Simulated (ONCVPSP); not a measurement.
Building the ONCV potential for Ni (Z = 28) (BLYP, fully relativistic).

ONCVPSP 4.0.1 was run on this input:

```
# ATOM AND REFERENCE CONFIGURATION
# atsym  z   nc   nv     iexc    psfile
  Ni 28.00    3    5  -106131      upf
#
#   n    l    f
    1    0    2.00
    2    0    2.00
    2    1    6.00
    3    0    2.00
    3    1    6.00
    3    2    8.00
    4    0    1.50
    4    1    0.50
#
# PSEUDOPOTENTIAL AND OPTIMIZATION
# lmax
    3
#
#   l,   rc,      ep,       ncon, nbas, qcut
    0    1.05    0.00    3    6   10.20
    1    1.45    0.00    5    8    8.20
    2    1.65    0.00    4    9    8.10
    3    1.30    0.13    4    8    9.70
#
# LOCAL POTENTIAL
# lloc, lpopt,  rc(5),   dvloc0
    4    4    0.75   -1.00
#
# VANDERBILT-KLEINMAN-BYLANDER PROJECTORs
# l, nproj, debl
    0    3    3.30
    1    2    3.80
    2    3    1.20
    3    2    2.90
#
# MODEL CORE CHARGE
# icmod, fcfact, rcfact
    0    0.00    0.00
#
# LOG DERIVATIVE ANALYSIS
# epsh1, epsh2, depsh
   -6.00    5.00    0.04
#
# OUTPUT GRID
# rlmax, drl
    6.00    0.01
#
# TEST CONFIGURATIONS
# ncnf
    4
# nvcnf
#   n    l    f
    5
    3    0    2.00
    3    1    6.00
    3    2    8.00
    4    0    2.00
    4    1    0.00
#
    5
    3    0    2.00
    3    1    6.00
    3    2    8.00
    4    0    1.00
    4    1    0.00
#
    5
    3    0    2.00
    3    1    6.00
    3    2    8.00
    4    0    0.00
    4    1    0.00
#
    5
    3    0    2.00
    3    1    6.00
    3    2    9.00
    4    0    1.00
    4    1    0.00
#
```

Command:

```bash
oncvpspr.x < Ni.dat > Ni.out
```

Output (shortened: citation, most of the input echo, consistency checks and plot data are left out):

```
ONCVPSP  (Optimized Norm-Conservinng Vanderbilt PSeudopotential)
relativistic version 4.0.1

#   n    l    f        energy (Ha)
    1    0    2.00    -3.0184977D+02
    2    0    2.00    -3.6111110D+01
    2    1    6.00    -3.0868363D+01    -3.1511501D+01
    3    0    2.00    -4.1083187D+00
    3    1    6.00    -2.6274028D+00    -2.7088476D+00
    3    2    8.00    -3.5680423D-01    -3.6564137D-01
    4    0    1.50    -2.3087666D-01
    4    1    0.50    -6.0474029D-02    -6.2612028D-02

Reference configufation results
  iterations    42
  all-electron total energy (Ha)   -1.52084615D+03

Begin loop to  construct optimized pseudo wave functions
and semi-local pseudopoentials for all angular momenta

   Wellstate for l =  0  n =  5 kap= -1
     eigenvalue =   3.0691
     asymptotic potential =   3.5691
     half-point radius =  2.1922

Calculating optimized projector #   1

 for l=   0

    Fraction of norm inside rc  0.869286
    Optimizing pswf for qcut=  10.20 a_B^-1,  ecut=  52.03 Ha
    Residual kinetic energy error=  3.49D-05 Ha

    Energy error per electron        Cutoff
         Ha          eV             Ha
         0.01000     0.27211       31.48
         0.00100     0.02721       40.70
         0.00010     0.00272       48.13
         0.00001     0.00027       98.26

Calculating optimized projector #   2

 for l=   0

    Fraction of norm inside rc  0.029462
    Optimizing pswf for qcut=  10.20 a_B^-1,  ecut=  52.03 Ha
    Residual kinetic energy error=  9.71D-06 Ha

    Energy error per electron        Cutoff
         Ha          eV             Ha
         0.01000     0.27211       17.39
         0.00100     0.02721       34.57
         0.00010     0.00272       44.20
         0.00001     0.00027       52.64

Calculating optimized projector #   3

 for l=   0

    Fraction of norm inside rc  0.049981
    Optimizing pswf for qcut=  10.20 a_B^-1,  ecut=  52.03 Ha
    Residual kinetic energy error=  6.16D-05 Ha

    Energy error per electron        Cutoff
         Ha          eV             Ha
         0.01000     0.27211       28.95
         0.00100     0.02721       41.43
         0.00010     0.00272       50.55
         0.00001     0.00027       75.39

Calculating optimized projector #   1

 for l=   1

    Fraction of norm inside rc  0.962142
    Optimizing pswf for qcut=   8.19 a_B^-1,  ecut=  33.56 Ha
    Residual kinetic energy error=  6.62D-04 Ha

    Energy error per electron        Cutoff
         Ha          eV             Ha
         0.01000     0.27211       26.44
         0.00100     0.02721       32.69
         0.00010     0.00272       76.52
         0.00001     0.00027       93.90

Calculating optimized projector #   2

 for l=   1

    Fraction of norm inside rc  0.020384
    Optimizing pswf for qcut=   8.19 a_B^-1,  ecut=  33.56 Ha
    Residual kinetic energy error=  4.99D-05 Ha

    Energy error per electron        Cutoff
         Ha          eV             Ha
         0.01000     0.27211       16.72
         0.00100     0.02721       25.07
         0.00010     0.00272       31.73
         0.00001     0.00027       48.93

Calculating optimized projector #   1

 for l=   1

    Fraction of norm inside rc  0.965088
    Optimizing pswf for qcut=   8.19 a_B^-1,  ecut=  33.56 Ha
    Residual kinetic energy error=  7.50D-04 Ha

    Energy error per electron        Cutoff
         Ha          eV             Ha
         0.01000     0.27211       26.73
         0.00100     0.02721       33.16
         0.00010     0.00272       78.64
         0.00001     0.00027       94.74

Calculating optimized projector #   2

 for l=   1

    Fraction of norm inside rc  0.021650
    Optimizing pswf for qcut=   8.19 a_B^-1,  ecut=  33.56 Ha
    Residual kinetic energy error=  6.03D-05 Ha

    Energy error per electron        Cutoff
         Ha          eV             Ha
         0.01000     0.27211       17.19
         0.00100     0.02721       25.52
         0.00010     0.00272       32.38
         0.00001     0.00027       51.43

   Wellstate for l =  2  n =  4 kap= -3
     eigenvalue =   0.8432
     asymptotic potential =   1.3432
     half-point radius =  3.0809

   Wellstate for l =  2  n =  5 kap= -3
     eigenvalue =   2.0432
     asymptotic potential =   2.5432
     half-point radius =  3.4931

Calculating optimized projector #   1

 for l=   2

    Fraction of norm inside rc  0.874618
    Optimizing pswf for qcut=   8.09 a_B^-1,  ecut=  32.74 Ha
    Residual kinetic energy error=  3.45D-04 Ha

    Energy error per electron        Cutoff
         Ha          eV             Ha
         0.01000     0.27211       26.37
         0.00100     0.02721       30.57
         0.00010     0.00272       73.26
         0.00001     0.00027      118.29

Calculating optimized projector #   2

 for l=   2

    Fraction of norm inside rc  0.136566
    Optimizing pswf for qcut=   8.09 a_B^-1,  ecut=  32.74 Ha
    Residual kinetic energy error=  6.31D-04 Ha

    Energy error per electron        Cutoff
         Ha          eV             Ha
         0.01000     0.27211       26.52
         0.00100     0.02721       31.70
         0.00010     0.00272       63.54
         0.00001     0.00027      134.11

Calculating optimized projector #   3

 for l=   2

    Fraction of norm inside rc  0.141587
    Optimizing pswf for qcut=   8.09 a_B^-1,  ecut=  32.74 Ha
    Residual kinetic energy error=  1.80D-03 Ha

    Energy error per electron        Cutoff
         Ha          eV             Ha
         0.01000     0.27211       28.51
         0.00100     0.02721       34.41
         0.00010     0.00272       64.14
         0.00001     0.00027      143.24

   Wellstate for l =  2  n =  4 kap=  2
     eigenvalue =   0.8344

   Wellstate for l =  2  n =  5 kap=  2
     eigenvalue =   2.0409

Calculating optimized projector #   1

 for l=   2

    Fraction of norm inside rc  0.877684
    Optimizing pswf for qcut=   8.09 a_B^-1,  ecut=  32.74 Ha
    Residual kinetic energy error=  3.50D-04 Ha

    Energy error per electron        Cutoff
         Ha          eV             Ha
         0.01000     0.27211       26.40
         0.00100     0.02721       30.60
         0.00010     0.00272       73.73
         0.00001     0.00027      118.47

Calculating optimized projector #   2

 for l=   2

    Fraction of norm inside rc  0.136070
    Optimizing pswf for qcut=   8.09 a_B^-1,  ecut=  32.74 Ha
    Residual kinetic energy error=  6.40D-04 Ha

    Energy error per electron        Cutoff
         Ha          eV             Ha
         0.01000     0.27211       26.54
         0.00100     0.02721       31.73
         0.00010     0.00272       63.95
         0.00001     0.00027      134.42

Calculating optimized projector #   3

 for l=   2

    Fraction of norm inside rc  0.142191
    Optimizing pswf for qcut=   8.09 a_B^-1,  ecut=  32.74 Ha
    Residual kinetic energy error=  1.83D-03 Ha

    Energy error per electron        Cutoff
         Ha          eV             Ha
         0.01000     0.27211       28.54
         0.00100     0.02721       34.45
         0.00010     0.00272       64.65
         0.00001     0.00027      145.74

   Wellstate for l =  3  n =  4 kap= -4
     eigenvalue =   0.1300
     asymptotic potential =   0.6300
     half-point radius = 19.4947

   Wellstate for l =  3  n =  5 kap= -4
     eigenvalue =   3.0300
     asymptotic potential =   3.5300
     half-point radius =  3.1042

Calculating optimized projector #   1

 for l=   3

    Fraction of norm inside rc  0.000006
    Optimizing pswf for qcut=   9.70 a_B^-1,  ecut=  47.06 Ha
    Residual kinetic energy error=  3.22D-10 Ha

    Energy error per electron        Cutoff
         Ha          eV             Ha
         0.01000     0.27211        0.26
         0.00100     0.02721        0.49
         0.00010     0.00272        1.13
         0.00001     0.00027        3.43

Calculating optimized projector #   2

 for l=   3

    Fraction of norm inside rc  0.093079
    Optimizing pswf for qcut=   9.70 a_B^-1,  ecut=  47.06 Ha
    Residual kinetic energy error=  4.70D-05 Ha

    Energy error per electron        Cutoff
         Ha          eV             Ha
         0.01000     0.27211       21.84
         0.00100     0.02721       34.41
         0.00010     0.00272       44.21
         0.00001     0.00027       68.06

   Wellstate for l =  3  n =  4 kap=  3
     eigenvalue =   0.1300

   Wellstate for l =  3  n =  5 kap=  3
     eigenvalue =   3.0300

Calculating optimized projector #   1

 for l=   3

    Fraction of norm inside rc  0.000006
    Optimizing pswf for qcut=   9.70 a_B^-1,  ecut=  47.06 Ha
    Residual kinetic energy error=  3.24D-10 Ha

    Energy error per electron        Cutoff
         Ha          eV             Ha
         0.01000     0.27211        0.26
         0.00100     0.02721        0.49
         0.00010     0.00272        1.13
         0.00001     0.00027        3.44

Calculating optimized projector #   2

 for l=   3

    Fraction of norm inside rc  0.093156
    Optimizing pswf for qcut=   9.70 a_B^-1,  ecut=  47.06 Ha
    Residual kinetic energy error=  4.73D-05 Ha

    Energy error per electron        Cutoff
         Ha          eV             Ha
         0.01000     0.27211       21.86
         0.00100     0.02721       34.44
         0.00010     0.00272       44.23
         0.00001     0.00027       68.16

Construct Vanderbilt / Kleinmman-Bylander projectors

B matrix Hermiticity error, ll=  0  kap= -1
   1   2    4.4417D-04
   1   3   -1.0792D-03
   2   3    1.3759D-04

  Orthonormal projector coefficients  2.4753E+01  7.3587E+00  1.1615E+00

B matrix Hermiticity error, ll=  1  kap= -2
   1   2    1.5412D-04

  Orthonormal projector coefficients  5.3710E+00 -3.1277E+00

B matrix Hermiticity error, ll=  1  kap=  1
   1   2    1.6293D-04

  Orthonormal projector coefficients  5.5471E+00 -2.7322E+00

B matrix Hermiticity error, ll=  2  kap= -3
   1   2    1.4165D-04
   1   3   -2.2003D-04
   2   3    6.8856D-05

  Orthonormal projector coefficients  4.8605E+01 -4.8341E+00 -3.7259E+00

B matrix Hermiticity error, ll=  2  kap=  2
   1   2    1.4266D-04
   1   3   -2.2171D-04
   2   3    6.8850D-05

  Orthonormal projector coefficients  5.1100E+01 -4.8515E+00 -3.7305E+00

B matrix Hermiticity error, ll=  3  kap= -4
   1   2    4.1253D-07

  Orthonormal projector coefficients -4.1158E+00 -2.7862E+00

B matrix Hermiticity error, ll=  3  kap=  3
   1   2    4.1274D-07

  Orthonormal projector coefficients -3.9724E+00 -2.7478E+00

 Orthonormal scalar projector coefficients, l =  1
  5.4236E+00 -2.9894E+00 -1.5977E-03  1.2701E-03

 Orthonormal spin-orbit projector coefficients, l =  1
 -5.1992E-01  1.3709E-01  4.3861E-02 -4.2097E-02

 Orthonormal scalar projector coefficients, l =  2
  4.9602E+01 -4.8410E+00 -3.7276E+00  1.7156E-04 -3.0255E-06 -3.9371E-08

 Orthonormal spin-orbit projector coefficients, l =  2
 -1.0097E+00  9.2750E-03  7.5918E-03  4.7174E-03 -1.0800E-03 -1.4962E-05

 Orthonormal scalar projector coefficients, l =  3
 -4.0535E+00 -2.7706E+00 -1.5133E-05 -1.4813E-06

 Orthonormal spin-orbit projector coefficients, l =  3
 -5.0670E-02 -2.7797E-03  1.3266E-03  1.4971E-04

Pseudoatom total energy -160.746361

Diagnostic tests using Vanderbilt-Kleinman-Bylander pseudopotentials
  relativistic with J = L +/- 1/2 projectors

   l  kap   rcore       rmatch      e in        delta e    norm test   slope test

   0  -1   1.0512465   1.0831647  -4.1083187   0.0000369   1.0002294   1.0002453
   0  -1   1.0512465   1.0831647  -0.2308767   0.0000098   1.0000848   1.0000752
   0  -1   1.0512465   1.0831647   3.0691233   0.0002285   1.0005177   1.0005177

   1  -2   1.4520967   1.4961855  -2.6274028  -0.0000129   1.0002023   1.0001964
   1   1   1.4520967   1.4961855  -2.7088476  -0.0000089   1.0002081   1.0001941
   1  -2   1.4520967   1.4961855  -0.0604740   0.0000010   1.0000234   1.0000246
   1   1   1.4520967   1.4961855  -0.0626120   0.0000047   1.0000640   1.0000628

   2  -3   1.6563462   1.7066364  -0.3568042  -0.0000041   1.0001256   1.0001434
   2   2   1.6563462   1.7066364  -0.3656414  -0.0000011   1.0001343   1.0001279
   2  -3   1.6563462   1.7066364   0.8431958   0.0000110   1.0002125   1.0002125
   2   2   1.6563462   1.7066364   0.8409408   0.0000138   1.0002108   1.0002108
   2  -3   1.6563462   1.7066364   2.0431958   0.0000392   1.0001812   1.0001812
   2   2   1.6563462   1.7066364   2.0413676   0.0000429   1.0001810   1.0001810

   3  -4   1.3038628   1.3434509   0.1300000   0.0000263   1.0000550   1.0000550
   3   3   1.3038628   1.3434509   0.1299996   0.0000580   1.0000574   1.0000574
   3  -4   1.3038628   1.3434509   3.0300000   0.0000826   1.0001649   1.0001649
   3   3   1.3038628   1.3434509   3.0298532   0.0001030   1.0001652   1.0001652

Diagnostic tests using Vanderbilt-Kleinman-Bylander pseudopotentials
  relativistic with scalar and spin-orbit non-local projectors

   l  kap   rcore       rmatch      e in        delta e    norm test   slope test

   0  -1   1.0512465   1.0831647  -4.1083187   0.0000369   1.0002294   1.0002453
   0  -1   1.0512465   1.0831647  -0.2308767   0.0000098   1.0000848   1.0000752
   0  -1   1.0512465   1.0831647   3.0691233   0.0002285   1.0005177   1.0005177

   1  -2   1.4520967   1.4961855  -2.6274028   0.0003780   1.0001777   1.0002678
   1   1   1.4520967   1.4961855  -2.7088476   0.0003768   1.0001897   1.0002668
   1  -2   1.4520967   1.4961855  -0.0604740  -0.0000016   0.9999665   1.0000208
   1   1   1.4520967   1.4961855  -0.0626120   0.0000015   0.9999984   1.0000592

   2  -3   1.6563462   1.7066364  -0.3568042  -0.0000441   1.0001546   1.0001222
   2   2   1.6563462   1.7066364  -0.3656414  -0.0000473   1.0001614   1.0000983
   2  -3   1.6563462   1.7066364   0.8431958  -0.0000379   1.0001979   1.0001979
   2   2   1.6563462   1.7066364   0.8409408  -0.0000348   1.0001970   1.0001970
   2  -3   1.6563462   1.7066364   2.0431958   0.0000178   1.0001740   1.0001740
   2   2   1.6563462   1.7066364   2.0413676   0.0000178   1.0001755   1.0001755

   3  -4   1.3038628   1.3434509   0.1300000   0.0000326   1.0000547   1.0000547
   3   3   1.3038628   1.3434509   0.1299996   0.0000644   1.0000571   1.0000571
   3  -4   1.3038628   1.3434509   3.0300000   0.0000912   1.0001644   1.0001644
   3   3   1.3038628   1.3434509   3.0298532   0.0001117   1.0001647   1.0001647

Ghost test for J = L + 1/2

 Testing for bound ghosts
   n   l    E NL Schr. Eq   E Basis Diag.   E Cutoff

   1   0       -4.108282       -4.108291    171.20
   2   0       -0.230867        0.111494    171.20

   2   1       -2.627416       -2.627410    144.46
   3   1       -0.060473        0.113610    144.46

   3   2       -0.356808       -0.356196    202.23

 Testing for highly-localized positive-energy ghosts
       l    <radius>/rc     E Basis Diag.   E Cutoff

       0        0.962090       38.599245    171.20  WARNING - GHOST(+)

       2        0.923148       96.311879    202.23  WARNING - GHOST(+)

       2        0.768117      163.142124    202.23  WARNING - GHOST(+)

Ghost test for J = L - 1/2

 Testing for bound ghosts
   n   l    E NL Schr. Eq   E Basis Diag.   E Cutoff

   1   0       -4.108282       -4.108291    171.20
   2   0       -0.230867        0.111494    171.20

   2   1       -2.708857       -2.708851    144.46
   3   1       -0.062607        0.106260    144.46

   3   2       -0.365642       -0.365070    202.23

 Testing for highly-localized positive-energy ghosts
       l    <radius>/rc     E Basis Diag.   E Cutoff

       0        0.962090       38.599245    171.20  WARNING - GHOST(+)

       2        0.900271       96.382572    202.23  WARNING - GHOST(+)

       2        0.982160      164.483145    202.23  WARNING - GHOST(+)

Test configuration 0

   n   l kap    f        eae           eps        diff
   1   0  -1  2.0000 -301.84976595
   2   0  -1  2.0000  -36.11111037
   2   1  -2  4.0000  -30.86836350
   2   1   1  2.0000  -31.51150099
   3   0  -1  2.0000   -4.10831870   -4.10828179    3.69E-05
   3   1  -2  4.0000   -2.62740282   -2.62741571   -1.29E-05
   3   1   1  2.0000   -2.70884761   -2.70885652   -8.90E-06
   3   2  -3  4.8000   -0.35680423   -0.35680829   -4.06E-06
   3   2   2  3.2000   -0.36564137   -0.36564247   -1.09E-06
   4   0  -1  1.5000   -0.23087666   -0.23086685    9.81E-06
   4   1  -2  0.3333   -0.06047403   -0.06047303    9.96E-07
   4   1   1  0.1667   -0.06261203   -0.06260729    4.74E-06

    Total energies and differences
      AE_ref= -1.52084615E+03  AE_tst= -1.52084615E+03  dif=  0.00E+00
      PS_ref= -1.60746361E+02  PS_tst= -1.60746361E+02  dif= -1.14E-13
      PSP excitation error=  1.14E-13

Test configuration 1

   n   l kap    f        eae           eps        diff
   1   0  -1  2.0000 -301.81097757
   2   0  -1  2.0000  -36.07427131
   2   1  -2  4.0000  -30.83140764
   2   1   1  2.0000  -31.47452943
   3   0  -1  2.0000   -4.06981084   -4.06948760    3.23E-04
   3   1  -2  4.0000   -2.58879312   -2.58858992    2.03E-04
   3   1   1  2.0000   -2.67027255   -2.67003912    2.33E-04
   3   2  -3  4.8000   -0.31909840   -0.31870653    3.92E-04
   3   2   2  3.2000   -0.32790943   -0.32750541    4.04E-04
   4   0  -1  2.0000   -0.20581206   -0.20585917   -4.71E-05
   4   1  -2  0.0000   -0.04328719   -0.04328719    0.00E+00
   4   1   1  0.0000   -0.04515323   -0.04515323    0.00E+00

    Total energies and differences
      AE_ref= -1.52084615E+03  AE_tst= -1.52092903E+03  dif= -8.29E-02
      PS_ref= -1.60746361E+02  PS_tst= -1.60829254E+02  dif= -8.29E-02
      PSP excitation error=  4.65E-06

Test configuration 2

   n   l kap    f        eae           eps        diff
   1   0  -1  2.0000 -302.15023458
   2   0  -1  2.0000  -36.40627554
   2   1  -2  4.0000  -31.16399770
   2   1   1  2.0000  -31.80718719
   3   0  -1  2.0000   -4.40678702   -4.40747402   -6.87E-04
   3   1  -2  4.0000   -2.92621219   -2.92673348   -5.21E-04
   3   1   1  2.0000   -3.00756721   -3.00813938   -5.72E-04
   3   2  -3  4.8000   -0.65370719   -0.65468131   -9.74E-04
   3   2   2  3.2000   -0.66260682   -0.66359792   -9.91E-04
   4   0  -1  1.0000   -0.48838372   -0.48819091    1.93E-04
   4   1  -2  0.0000   -0.28091517   -0.28091517    0.00E+00
   4   1   1  0.0000   -0.28468184   -0.28468184    0.00E+00

    Total energies and differences
      AE_ref= -1.52084615E+03  AE_tst= -1.52058545E+03  dif=  2.61E-01
      PS_ref= -1.60746361E+02  PS_tst= -1.60485735E+02  dif=  2.61E-01
      PSP excitation error=  6.63E-05

Test configuration 3

psatom_r: WARNING lschvkbb convergence error n,l,kap,iter=   3   1  -2

ea(ii),et,emin,emax -7.145582E-02 -7.860140E-02 -7.860140E-02 -7.860140E-02
run_config_r: WARNING for fully non-local PS atom,
 WARNING no output for configuration 4

Test configuration 4

   n   l kap    f        eae           eps        diff
   1   0  -1  2.0000 -301.63121072
   2   0  -1  2.0000  -35.87309340
   2   1  -2  4.0000  -30.63228130
   2   1   1  2.0000  -31.27562983
   3   0  -1  2.0000   -3.88695829   -3.88699947   -4.12E-05
   3   1  -2  4.0000   -2.41093846   -2.41008188    8.57E-04
   3   1   1  2.0000   -2.49143339   -2.49081171    6.22E-04
   3   2  -3  5.4000   -0.16618651   -0.16857402   -2.39E-03
   3   2   2  3.6000   -0.17422197   -0.17670976   -2.49E-03
   4   0  -1  1.0000   -0.16612903   -0.16457404    1.55E-03
   4   1  -2  0.0000   -0.02780767   -0.02780767    0.00E+00
   4   1   1  0.0000   -0.02902489   -0.02902489    0.00E+00

    Total energies and differences
      AE_ref= -1.52084615E+03  AE_tst= -1.52098548E+03  dif= -1.39E-01
      PS_ref= -1.60746361E+02  PS_tst= -1.60888119E+02  dif= -1.42E-01
      PSP excitation error=  2.42E-03
```

The run took about 13 s on one core of a shared server CPU.
